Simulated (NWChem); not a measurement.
System: C2H4O3Si; SMILES O=C1OC([SiH3])O1

```xyz
10

O      0.5342    -2.4860     0.0000
C      0.0602    -1.4095     0.0000
O     -0.3039    -0.5734    -1.0106
C     -0.7002     0.3599     0.0000
Si     0.3238     1.9821     0.0000
O     -0.3039    -0.5734     1.0106
H     -1.7952     0.4998     0.0000
H     -0.0358     2.7537     1.2230
H      1.7630     1.6036     0.0000
H     -0.0358     2.7537    -1.2230
```
Atoms are numbered in this order, from 1.

All runs: NWChem. Pople sets run with spherical d functions. Coordinates come from a PBE0/def2-SVP optimisation.

For level PBE/3-21G:

```
Item                         Value
---------------------------  -----
highest occupied level (eV)  -6.81
orbital gap (eV)              6.53
dipole (D)                    3.63
```

**Question.** What are these values for level PBE/6-31+G*?

**Answer.** 
* **highest occupied level (eV)**: -7.30
* **orbital gap (eV)**: 6.26
* **dipole (D)**: 4.06
